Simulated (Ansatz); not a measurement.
The same redistribution along the group Sc, Y.

Computed with Ansatz on PBE0-D4/def2-TZVP structures; ΔE is electronic, products minus reactants. CCSD(T)/CBS adds triple-zeta CCSD(T) − MP2 to the extrapolated MP2 energy (def2 sets, frozen cores). DFT in def2-TZVPP. def2 core potentials past Kr. For Br, Sc, Y outer-core shells are correlated without core-valence functions, which leaves a few kJ/mol of doubt a bond. Scalar relativity is left out up to krypton. Each species was taken in one conformer, which may not be the lowest.

| reaction | PBE-D4 (kJ/mol) | ωB97M-V (kJ/mol) | CCSD(T)/def2-SVP (kJ/mol) | revPBE-D4 (kJ/mol) |
| --- | --- | --- | --- | --- |
| `[NH2][Sc]([NH2])[O][SiH3]` + `[OH][Al]([Cl])[Br]` → `[NH2][Sc]([NH2])[OH]` + `[SiH3][O][Al]([Cl])[Br]` | 10 | 5 | 12 | 12 |
| `[NH2][Y]([NH2])[O][SiH3]` + `[OH][Al]([Cl])[Br]` → `[NH2][Y]([NH2])[OH]` + `[SiH3][O][Al]([Cl])[Br]` | 10 | 6 | 5 | 11 |

Give the CCSD(T)/CBS values in the same order. (Estimate.)

Ansatz gave: 7, 7 kJ/mol.

Largest T1 diagnostic: 0.015, for `[NH2][Sc]([NH2])[OH]`.
